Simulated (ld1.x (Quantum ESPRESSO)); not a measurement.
# Which change was made? (Xe, TM)

```json
{
  "Element": "xenon (Xe)",
  "Generator": "ld1.x (Quantum ESPRESSO) 7.5",
  "Type": "norm-conserving Troullier–Martins (Kleinman–Bylander form)",
  "Functional": "PBE",
  "Relativity": "scalar-relativistic",
  "Frozen core": "[Kr]",
  "Valence charge": "18",
  "Reference configuration": "4d10 5s2 5p6",
  "Partial waves": "5s (bound): rc 1.25 bohr; 5p (bound): rc 1.40 bohr; 4d (bound): rc 1.25 bohr",
  "Local potential": "all-electron potential smoothed inside 1.05 bohr (lloc = -1)",
  "Core correction": "Bessel-smoothed model core inside 1.20 bohr"
}
```

Cutoffs, loose and tight: the cutoffs (Ry, on a coarse ladder) from which the occupation-weighted sum of valence levels, in a spherical-Bessel basis at the reference potential, stays within 10 and 1 mRy of its value at 400 Ry. They do not see the model core or the augmentation charge, which bear on the density cutoff. Test errors are all-electron minus pseudo excitation energies from the reference, over the configurations 4d10 5s2 5p5; 4d10 5s2 5p4; 4d10 5s2 5p3; 4d10 5s1 5p6; 4d9 5s2 5p6; 4d10 5s2 5p2; 4d10 5s2 5p5.5; variants that change the core or the reference have their own tests. The largest error is taken over the tests solved by every variant that gives reliable tests at all, those not shown here included: 4d10 5s1 5p6; 4d10 5s2 5p2; 4d10 5s2 5p3; 4d10 5s2 5p4; 4d10 5s2 5p5; 4d10 5s2 5p5.5.

The base gives: outcome: generated; cutoff, loose: 160 Ry; cutoff, tight: 260 Ry; bound ghosts: s, p; largest test error (meV): -57.

Problem. After one change the result is: outcome: generated; cutoff, loose: 35 Ry; cutoff, tight: 70 Ry; bound ghosts: d; largest test error (meV): +69. Which change was it?
A. local potential all-electron potential smoothed inside 0.58 bohr (lloc = -1)
B. local potential the s channel
C. all radii but the core radius scaled by about 1.09 (s 1.36, p 1.54, d 1.36 bohr); local potential all-electron potential smoothed inside 1.16 bohr (lloc = -1)
D. core [Kr] 4d10, valence charge 8; reference 5s2 5p5.75; waves now 5s (bound): rc 1.55 bohr; 5p (bound): rc 1.80 bohr; local potential all-electron potential smoothed inside 1.80 bohr (lloc = -1); core correction a·sin(br)/r model core, default radius (core density twice the valence density)

Solution. D. The others give: local potential all-electron potential smoothed inside 0.58 bohr (lloc = -1) → outcome: generated; cutoff, loose: 160 Ry; cutoff, tight: 260 Ry; bound ghosts: s, p; largest test error (meV): +175 | all radii but the core radius scaled by about 1.09 (s 1.36, p 1.54, d 1.36 bohr); local potential all-electron potential smoothed inside 1.16 bohr (lloc = -1) → outcome: generated; cutoff, loose: 120 Ry; cutoff, tight: 200 Ry; bound ghosts: s, p; largest test error (meV): -29 | local potential the s channel → outcome: generated; cutoff, loose: 160 Ry; cutoff, tight: 260 Ry; bound ghosts: p; largest test error (meV): +65.
